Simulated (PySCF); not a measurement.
SiHMe2(OtBu), C₆H₁₆OSi.
Bonds: Si1–C3, Si1–C7, Si1–O11, O11–C12, C12–C13, C12–C14, C12–C15. Hydrogens: H2 on Si1; H4, H5, H6 on C3; H8, H9, H10 on C7; H16, H17, H18 on C13; H19, H20, H21 on C14; H22, H23, H24 on C15.

Computed with PySCF 2.14.0, PBE0-D3(BJ)/def2-SVP geometry optimisation, gas phase.

Give the optimised bond lengths and angles.

```csv
bond,length (Å)
Si1–H2,1.502
"Si1–C3, Si1–C7",1.871
Si1–O11,1.671
C3–H4 and 5 like bonds,1.101
O11–C12,1.420
"C12–C13, C12–C14, C12–C15",1.526
C13–H16 and 8 like bonds,1.101
```

Bonds in one row agree within 0.01 Å and their mean is given. A selection of angles:
```csv
angle,degrees
C3–Si1–C7,110.4
C3–Si1–O11,111.1
C7–Si1–O11,105.8
Si1–O11–C12,131.0
O11–C12–C13,108.9
O11–C12–C14,105.8
O11–C12–C15,110.6
C13–C12–C14,110.5
C13–C12–C15,110.6
```

Dihedral angles: C3–Si1–O11–C12 88° (synclinal); Si1–O11–C12–C13 76° (synclinal). The mirror-image conformer, all signs reversed, is as good.

Si1 (silicon bonded to 2 C, O and H) is distorted tetrahedral (angles from 105.8° to 111.1°). All 3 C–C bonds measure 1.524 to 1.527 Å. Of the pairs four or more bonds apart, Si1···H22 is among the closest relative to their van der Waals radii: 2.95 Å, 89 % of the sum of Bondi's values.

Point group: C1 (no symmetry element, even within 0.4 Å). PBE0-D3(BJ)/def2-SVP frequencies: not computed here. One conformer, not necessarily the lowest.

The run took 1.7 min wall, 4.2 min CPU on 2 threads of an Intel Xeon at 2.60 GHz, shared host, and the process peaked at 0.94 GiB of memory. This is the geometry optimisation.
